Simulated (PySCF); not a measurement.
# GaCl₂, doublet: structure and spectrum

Method: UB3LYP in PySCF with Ga def2-TZVP, Cl def2-TZVP; no relativity; density-fitted integrals.

The structure is a minimum.

Z-matrix (Å, degrees; charge 0 multiplicity 2):
```
Ga
Cl 1 2.1870
Cl 1 2.1870 2 119.97
```

```
Point group                                                                   : C2v
Bond lengths                                                                  : Ga–Cl 2.187 Å (×2)
Bond angles                                                                   : Cl–Ga–Cl 120.0°
Atomisation energy without zero-point energy                                  : 649 kJ/mol
Dipole moment                                                                 : 1.81 D
Zero-point energy                                                             : 5.1 kJ/mol
Enthalpy at 298.15 K above 0 K                                                : 13.56 kJ/mol
Spin squared ⟨S²⟩                                                             : 0.753
Highest occupied level (α)                                                    : -6.91 eV
Principal polarisabilities                                                    : 40.6, 50.1, 76.3 bohr³
Lowest empty level (β)                                                        : -4.56 eV
Rotational constants                                                          : 0.4057, 0.06722, 0.05766 cm⁻¹
Principal quadrupole moments (Buckingham, traceless) about the centre of mass : -6.73, 2.46, 4.26 D Å
Entropy at 298.15 K and 1 bar (electronic part: spin only)                    : 303.6 J/(mol K)
Rotational symmetry number                                                    : 2
Heat capacity Cp at 298.15 K                                                  : 54.1 J/(mol K)
```

Harmonic modes (masses in u: Ga 68.926, Cl 34.969):
| symmetry | ω (cm⁻¹) | IR (km/mol) | μ (u) |
| --- | --- | --- | --- |
| a1 | 110 | 4.1 | 40.56 |
| a1 | 350 | 20.9 | 39.30 |
| b2 | 399 | 96.5 | 44.43 |

In C2v the vibrations span 2a1 + b2. Here b1 is antisymmetric to the molecular plane and b2 lies in it.

Charges (e):
| atom | Mulliken | Löwdin | polar tensor | spin (Mulliken) | Mayer order to Ga1 |
| --- | --- | --- | --- | --- | --- |
| Ga1 | 0.49 | -0.28 | 0.99 | 0.68 | – |
| Cl2,3 | -0.24 | 0.14 | -0.50 | 0.16 | 1.10 |

Mulliken populations on Ga1: s 7.37, p 12.93, d 10.18, f 0.04.

Only a few start shapes were tried, so a lower isomer may exist.

The final relaxation and frequency run took 25 s on 4 threads of a shared Intel Xeon 6975P-C (Granite Rapids) host, with 122 basis functions and 10 gradients; the process peaked at 1.1 GiB. Launch command: `OMP_NUM_THREADS=4 python axn.py task.json out`.
